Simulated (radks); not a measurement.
The numbers below are computed, except where a source is named.
Task: Neutral iridium: order these configurations by energy. Level of theory: Dirac Kohn-Sham, relativistic LDA (MacDonald-Vosko exchange, VWN5 correlation), spin-unpolarised, spherical densities, finite nucleus; Fermi nuclear charge, rms radius of each element as measured or else 0.836 A^(1/3) + 0.57 fm (a radial shooting solver on a logarithmic mesh with Libxc functionals). Sub-shells are occupied by j as written (lower j first in brackets). [Xe] 4f14 5d(3/2: 4, 5/2: 2) 6s2 6p(1/2: 1, 3/2: 0); [Xe] 4f14 5d(3/2: 4, 5/2: 3) 6s1 6p(1/2: 1, 3/2: 0); [Xe] 4f14 5d(3/2: 4, 5/2: 3) 6s2; [Xe] 4f14 5d(3/2: 4, 5/2: 4) 6s1.

Result: From the lowest, in eV above it: [Xe] 4f14 5d(3/2: 4, 5/2: 3) 6s2 0.000; [Xe] 4f14 5d(3/2: 4, 5/2: 4) 6s1 0.185; [Xe] 4f14 5d(3/2: 4, 5/2: 3) 6s1 6p(1/2: 1, 3/2: 0) 4.812; [Xe] 4f14 5d(3/2: 4, 5/2: 2) 6s2 6p(1/2: 1, 3/2: 0) 5.969.
